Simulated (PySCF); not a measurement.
Au2, singlet, at a GFN2-xTB geometry (such geometries of metal compounds can be far from the true shape) (core potentials on Au). Base run: HF/def2-SV(P) run with PySCF.

Input for PySCF:
```python
from pyscf import gto, scf

mol = gto.Mole()
mol.atom = '''
    Au   -0.00000000   -0.00000000   -1.24843889
    Au    0.00000000    0.00000000    1.24843889
'''
mol.basis = 'def2-sv(p)'
mol.ecp = {'Au': 'def2-sv(p)'}
mol.verbose = 4
mol.build()

mf = scf.RHF(mol)
mf.kernel()
```

Each row names what was changed in the base input (with any setting that the change needs).

| change | ΔE vs base (mEh) | fitting functions | outcome |
|---|---|---|---|
| base | 0.000 | - | converged |
| auxbasis = def2-universal-jkfit | 0.051 | 494 | converged |
| auxbasis = default (with mf = mf.density_fit()) | 0.051 | 494 | converged |
| auxbasis = cc-pvtz-ri | - | - | input refused |
| auxbasis = cc-pvtz-jkfit | - | - | input refused |
| auxbasis = autoaux | 0.387 | 406 | converged |
| only_dfj = on; auxbasis = def2-universal-jfit | -0.016 | 178 | converged |
| auxbasis = def2-universal-jfit | … | 178 | converged |
| exchange = seminumerical (SGX) (with mf = sgx.sgx_fit(mf, auxbasis='def2-universal-jfit'); with mf.with_df.dfj = True) | -0.013 | 178 | converged |
| auxbasis = even-tempered beta=3.0 | … | … | converged |

Task: What belongs in the gaps?

Result: 
- auxbasis = def2-universal-jfit, ΔE vs base (mEh): 878.7
- auxbasis = even-tempered beta=3.0, ΔE vs base (mEh): -37.854
- auxbasis = even-tempered beta=3.0, fitting functions: 208

A fitting set is made for a task (jfit for Coulomb, jkfit for Coulomb and exchange, ri for correlation) and for a family of orbital bases.

- auxbasis = cc-pvtz-ri: ended with `pyscf.lib.exceptions.BasisNotFoundError: Basis set not found for Au in cc-pvtz-ri`
- auxbasis = cc-pvtz-jkfit: ended with `pyscf.lib.exceptions.BasisNotFoundError: Basis set not found for Au in cc-pvtz-jkfit`
